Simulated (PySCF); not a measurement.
CH6ClFOSi2.

```xyz
12

O      0.5366    -1.8273    -0.2082
C      0.8971    -0.4766    -0.5368
Si     2.3011     0.1079     0.6247
Si    -0.6124     0.6370    -0.5977
F     -1.5967     0.2441    -1.8250
Cl    -1.6417     0.2537     1.1645
H     -0.0041    -1.7997     0.5960
H      1.3144    -0.4988    -1.5609
H      2.6982     1.5138     0.3124
H      1.8048     0.0367     2.0278
H      3.4706    -0.7972     0.4615
H     -0.3223     2.0839    -0.7004
```
Charge 0, spin multiplicity 1.

Geometry: B3LYP-D3(BJ)/def2-SVP. The structure was generated by enumeration; whether it is a known compound was not checked. Other conformers were not sampled.

These are PBE0/pcSseg-1 in PySCF values and carry that method's errors. Non-relativistic, no solvent.

Give the absolute GIAO shielding of each atom: isotropic value and principal components (ppm). (Estimate from the structure and the level; the computed values follow.)


```tsv
atom	σ(iso)	σ11	σ22	σ33	span
O1	335.1	276.8	318.2	410.2	133.5
C2	130.5	98.9	118.1	174.5	75.6
Si3	424.4	388.9	419.8	464.4	75.5
Si4	336.3	285.6	359.2	364.2	78.6
F5	330.4	265.8	331.1	394.2	128.3
Cl6	915.2	735.1	966.4	1044.1	309.0
H7	31.0	20.6	30.5	42.0	21.4
H8	27.5	25.3	26.2	31.0	5.7
H9	27.4	23.9	25.3	32.8	8.9
H10	27.6	23.7	27.7	31.4	7.7
H11	27.3	23.9	25.1	32.8	9.0
H12	25.8	22.7	23.3	31.4	8.7
```
